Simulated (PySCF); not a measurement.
**I⁴¹⁺ (iodine, charge +41): Hartree-Fock from Schrödinger to Dirac-Coulomb-Breit**

Occupied: 1s1/2, 2s1/2, 2p1/2, 2p3/2, 3s1/2. Hartree-Fock calculated with PySCF 2.14 in an uncontracted even-tempered set (17 s from 3.9 bohr⁻², ratio 2.7; 13 p from 4.7 bohr⁻², ratio 2.7), Gaussian nucleus throughout. NR is non-relativistic, sf-X2C the spin-free one-electron X2C Hamiltonian, X2C adds the bare one-electron spin-orbit term, X2C-SNSO screens it by Boettger's factors, DC is four-component Dirac-Coulomb, and the Gaunt and Breit terms are added at first order (total energies over the DC spinors, levels after relaxing the spinors in that mean field). QED terms are absent. Levels marked empty are virtual spinors of this ion; the basis has s and p functions only, so 3d, which can lie below the n = 4 levels, is absent.

```
Hamiltonian  E (hartree)
         NR   -5390.9633
     sf-X2C   -5573.7424
        X2C   -5575.6573
   X2C-SNSO   -5575.5104
         DC   -5577.2178
   DC+Gaunt   -5572.2660
   DC+Breit   -5572.7040
```

| level (eV) | NR | sf-X2C | X2C | X2C-SNSO | DC | DC+Gaunt | DC+Breit |
| --- | --- | --- | --- | --- | --- | --- | --- |
| 1s1/2 | -34652.1 | -35989.5 | -35986.8 | -35987.0 | -36017.2 | -35936.8 | -35942.1 |
| 2s1/2 | -7379.0 | -7743.5 | -7742.8 | -7742.9 | -7746.5 | -7738.5 | -7739.0 |
| 2p1/2 | -7101.3 | -7219.5 | -7444.2 | -7434.9 | -7436.6 | -7422.5 | -7424.0 |
| 2p3/2 | -7101.3 | -7219.5 | -7119.3 | -7123.0 | -7125.7 | -7115.7 | -7117.2 |
| 3s1/2 | -2985.3 | -3095.6 | -3095.5 | -3095.5 | -3096.4 | -3094.3 | -3094.5 |
| 3p1/2 (empty) | -2827.8 | -2873.1 | -2928.8 | -2926.6 | -2927.0 | -2923.5 | -2924.0 |
| 3p3/2 (empty) | -2827.8 | -2873.1 | -2848.2 | -2849.1 | -2849.6 | -2847.2 | -2847.7 |
| 4s1/2 (empty) | -1570.0 | -1612.8 | -1612.8 | -1612.8 | -1613.1 | -1612.3 | -1612.4 |

Question: How large are the two-electron picture-change error of X2C and the Breit correction in the total energy?

Answer: X2C-1e lies 1.5605 hartree above Dirac-Coulomb; Gaunt adds 4.9518 and the full Breit term 4.5138 hartree.

```tsv
interval (eV)	X2C	X2C-SNSO	DC	DC+Gaunt	DC+Breit
2p3/2 − 2p1/2	324.8	312.0	310.9	306.8	306.8
3p3/2 − 3p1/2	80.69	77.50	77.35	76.29	76.28
```

Weight of the small component: 1s1/2 0.0382, 2s1/2 0.00849, 2p1/2 0.00839, 2p3/2 0.00801, 3s1/2 0.00318, 3p1/2 0.00311, 3p3/2 0.00301, 4s1/2 0.00150.

Koopmans' value for the highest occupied level at DC+Breit: 3094.5 eV, against an ionisation energy of 3096 ± 4 eV (theoretical estimate listed by NIST; NIST Atomic Spectra Database, ionization energies); the former lacks relaxation, correlation, QED and recoil.

The whole ladder took 51 s of wall time on 1 thread of Intel(R) Xeon(R) 6975P-C (shared host), launched as `OMP_NUM_THREADS=1 python relrun2.py TASK.json OUT` (a driver that calls PySCF for each Hamiltonian).
